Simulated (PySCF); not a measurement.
# Excitation energy of Pt²⁺ by level of theory

Pt²⁺ [Xe] 4f14 5d8 (3F) → Pt²⁺ [Xe] 4f14 5d7 6s1 (5F), as a difference of total energies. Calculation: PySCF 2.14, in x2c-TZVPPall with one added diffuse shell each of s, p, d, f type (12s8p8d4f1g, 113 functions); scalar relativity by spin-free X2C-1e. The calculations carry no spin-orbit coupling.

```
 method  excitation energy (eV)
    UHF                   2.591
r2SCANh                   2.714
LC-wPBE                   3.084
  B3LYP                   2.953
```
